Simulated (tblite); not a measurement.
Run record: tight-binding relaxation, `C=CC(F)(F)CC#[N+][AlH2-][F]`.

Computed with GFN2-xTB geometry optimisation, gas phase (tblite 0.8.0). Start geometry: from a force field or distance geometry. The input is one job of a driver script: a line of settings, then coordinates in Å.

Command:
```bash
OMP_NUM_THREADS=1 python probes_run.py task.json out
```

Input:
```
{"job": {"kind": "relax", "xc": "GFN2-xTB", "basis": "xTB"}, "charge": 0, "multiplicity": 1}
C     -2.850700     0.202200    -0.868800
C     -1.601800     0.146100    -0.445700
C     -1.367500    -0.603800     0.843500
F     -0.954200    -1.863900     0.432400
F     -2.566800    -0.723100     1.552900
C     -0.304900     0.120500     1.594200
C      0.920200     0.123500     0.750800
N      1.890000     0.118600     0.105000
Al     3.428800     0.078900    -0.961200
F      3.569500     1.593100    -1.953100
H     -3.655600    -0.270200    -0.297500
H     -3.105700     0.728200    -1.794100
H     -0.784900     0.611000    -0.983000
H     -0.103300    -0.273800     2.590600
H     -0.653900     1.195400     1.682600
H      4.684500    -0.018600     0.003200
H      3.449300    -1.152100    -1.962700
```

Output:
```
step      E/eV     max force
  0    -883.74801    3.957
  1    -884.16089    5.341
  2    -884.12938    8.198
  3    -884.55740    0.777
  4    -884.60795    0.586
  5    -884.66827    0.560
  6    -884.69223    0.487
  7    -884.71739    0.432
  8    -884.73498    0.449
  9    -884.74991    0.318
... (135 lines left out)
145    -884.96499    0.058
146    -884.96538    0.041
147    -884.96575    0.035
148    -884.96610    0.032
149    -884.96637    0.023
150    -884.96652    0.017
151    -884.96658    0.014
152    -884.96661    0.016
153    -884.96663    0.011
154    -884.96665    0.009
```

«max force» is the largest atomic force in eV/Å.

From which step on does the largest force stay under 0.1 eV/Å, and how much energy is left to gain from there?

From step 115 (0.084 eV/Å), 7.4 meV above the end.

Summary of the converged run: energy lowered by 28.1 kcal/mol over 154 steps; largest atomic force 0.009 eV/Å at the end.

Give the final coordinates.

0.908 Å rms from the input after alignment:
```
atom  x, y, z in Å
C1    -2.1050    0.5033   -1.1809
C2    -1.1375   -0.1765   -0.5967
C3    -1.2225   -0.6867    0.8130
F4    -0.9808   -2.0261    0.8613
F5    -2.4653   -0.5360    1.3450
C6    -0.2264    0.0203    1.7747
C7     1.0896   -0.0114    1.2302
N8     2.1320   -0.0573    0.7542
Al9    2.7509    0.2529   -1.1608
F10    1.7961    1.5963   -1.4032
H11   -3.0303    0.7281   -0.6755
H12   -1.9989    0.8574   -2.1902
H13   -0.2057   -0.4189   -1.0929
H14   -0.2555   -0.4889    2.7439
H15   -0.5473    1.0589    1.8964
H16    4.2692    0.4338   -1.0687
H17    2.1304   -1.0373   -1.7607
```

Hardware: one thread, Intel Xeon Platinum 8375C at 2.90 GHz (x86_64), no GPU, shared host with 128 logical CPUs at a one-minute load of 49. Cost: 1.7 s wall.
Labels such as C1 count atoms from 1, the log's own numbers from 0.
